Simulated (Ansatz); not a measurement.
Gas-phase electronic energies from Ansatz, PBE0-D4/def2-TZVP geometries. CCSD(T)/CBS adds triple-zeta CCSD(T) − MP2 to the extrapolated MP2 energy (def2 sets, frozen cores). This one scheme is used for every species. DFT in def2-TZVPP. One conformer a species, not always the lowest.

Consider the adduct formation: `O[SiH3]` + `ClB(Cl)Cl` → `[SiH3][OH+][B-](Cl)(Cl)Cl`.

```tsv
level	ΔE (kcal/mol)
r2SCANh-D4	-8.3
HF/def2-QZVPP	1.1
```

**Question.** What does CCSD(T)/CBS give? (Estimate.)

**Answer.** Ansatz gave: -8.9 kcal/mol. The listed levels differ from it by 0.6, 10.0 kcal/mol.

**Question.** What do rigid-rotor, harmonic-oscillator terms from PBE0-D4/def2-TZVP frequencies (298.15 K, 1 bar) make of the CCSD(T)/CBS value? (Estimate.)

**Answer.** Computed: ΔZPE = +2.0 kcal/mol, ΔH = -7.3 kcal/mol, ΔS = -154 J/(mol·K), ΔG = +3.7 kcal/mol. Modes under 50 cm⁻¹ make the entropy rough.

Largest T1 diagnostic among the species: 0.011.

Leaving LDA and LC-ωPBE aside and taking each functional with its dispersion term where it has one, the values, not all of them listed here, spread over 5.7 kcal/mol, from ωB97M-V to B2PLYP. LDA lies −12.6 kcal/mol from PBE without D4. At CCSD(T), def2-SVP lies −1.1 kcal/mol from the extrapolated value and def2-TZVPP +1.4 kcal/mol.
